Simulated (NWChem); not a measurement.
Species: C₅H₁₀S; SMILES C1CCSCC1

```xyz
16

C      0.0000     0.0000    -1.7679
C     -0.4263     1.2104    -0.9269
C      0.3758     1.3442     0.3577
S      0.0000     0.0000     1.5374
C     -0.3758    -1.3442     0.3577
C      0.4263    -1.2104    -0.9269
H     -0.8339    -0.2810    -2.4324
H      0.8339     0.2810    -2.4324
H     -0.3282     2.1318    -1.5245
H     -1.4925     1.1323    -0.6561
H      0.1289     2.2763     0.8874
H      1.4579     1.3655     0.1456
H     -0.1289    -2.2763     0.8874
H     -1.4579    -1.3655     0.1456
H      0.3282    -2.1318    -1.5245
H      1.4925    -1.1323    -0.6561
```
Atoms are numbered in this order, from 1.

Computed with NWChem. Pople sets run with spherical d functions. Geometry: optimised at PBE0/def2-SVP. B3LYP is NWChem's, with the RPA form of VWN correlation.

### Question
Among these, which level gives the lowest value of “orbital gap (eV)”?
A) B3LYP/6-311++G**
B) B3LYP/3-21G
C) B3LYP/6-31G*
D) B3LYP/STO-3G

### Answer
A, B3LYP/6-311++G**. Values: B3LYP/6-311++G** 5.54; B3LYP/6-31G* 7.06; B3LYP/3-21G 7.53; B3LYP/STO-3G 9.13
